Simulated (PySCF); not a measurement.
## Frontier orbitals and the lowest excitations

C₄H₅FN₂.
Z-matrix (Å and degrees, GFN2-xTB geometry), rows numbered from 1:
```
C 
C   1  1.4881
C   2  1.4098  1  128.95
N   3  1.3163  2  112.10  1  -179.33
N   4  1.3331  3  105.97  2     0.06
C   5  1.3492  4  110.69  3    -0.05
F   6  1.3338  2  131.16  1    -1.17
H   1  1.0874  2  110.22  3   -34.90
H   1  1.0903  2  110.47  3    84.64
H   1  1.0875  2  110.26  3  -155.64
H   3  1.0712  2  127.65  1     0.97
H   5  1.0074  4  121.21  3  -179.96
```

Method used: TDDFT PBE0/def2-SVPD, vertical, gas phase, core orbitals frozen in the response (PySCF 2.14.0, density-fitted response routines).

Frontier orbitals with the atoms that hold most of them (Löwdin shares over 4%, at most four atoms; ? is withheld):

| orbital | ε (eV) | atoms |
| --- | --- | --- |
| LUMO+2 | 1.20 | H12 41%, N5 13%, F7 11%, C1 10% |
| LUMO+1 | 0.59 | C6 26%, C1 19%, F7 14%, H10 7% |
| LUMO | 0.45 | ? |
| HOMO | -6.98 | C2 24%, N4 23%, C6 23%, F7 9% |
| HOMO-1 | -7.67 | ? |
| HOMO-2 | -8.32 | N4 61%, C3 12%, N5 10%, C2 6% |
| HOMO-3 | -10.93 | C1 28%, C2 14%, H8 13%, C6 9% |

(1) Which atoms hold the HOMO-1, and with what shares?

(2) Give the leading atoms of the LUMO.

(3) The HOMO–LUMO gap is 7.43 eV. Where does the response calculation put the lowest singlet, and from which orbitals?

(4) One configuration dominates each of S1, S2, S3 and S5. Which, and how do the shares of the two leading atoms of either orbital change from the occupied to the empty one?

## Answers

(1) C3 (bonded to C, N and H) 30%; N5 (bonded to C, N and H) 29%; N4 (bonded to C and N) 14%; C2 (bonded to 3 C) 12%. By element: nitrogen 43%, carbon 42% or more.

(2) N4 (bonded to C and N) 26%; C3 (bonded to C, N and H) 18%; N5 (bonded to C, N and H) 18%; C6 (bonded to C, F and N) 17%. By element: nitrogen 44%, carbon 35% or more.

(3) S1 is at 6.35 eV (f = 0.0017), 1.08 eV below the gap, made of HOMO→LUMO+1 (96%). Its leading pair isn't HOMO and LUMO; the energies of that pair differ by 7.57 eV. 

(4) 
- S1 (6.35 eV, f 0.0017), HOMO→LUMO+1 (96%): C2 24% → at most 8%, N4 23% → at most 8%, C6 23% → 26%, C1 at most 9% → 19%
- S2 (6.61 eV, f 0.065), HOMO→LUMO (78%): C2 24% → at most 17%, N4 23% → 26%, C3 at most 9% → 18%
- S3 (6.91 eV, f 0.0067), HOMO-2→LUMO (98%): N4 61% → 26%, C3 12% → 18%
- S5 (7.13 eV, f 0.0008), HOMO-1→LUMO+1 (80%): C3 30% → at most 8%, N5 29% → at most 8%, C6 at most 13% → 26%, C1 at most 13% → 19%

Löwdin shares depend on the basis, the more so with diffuse functions.
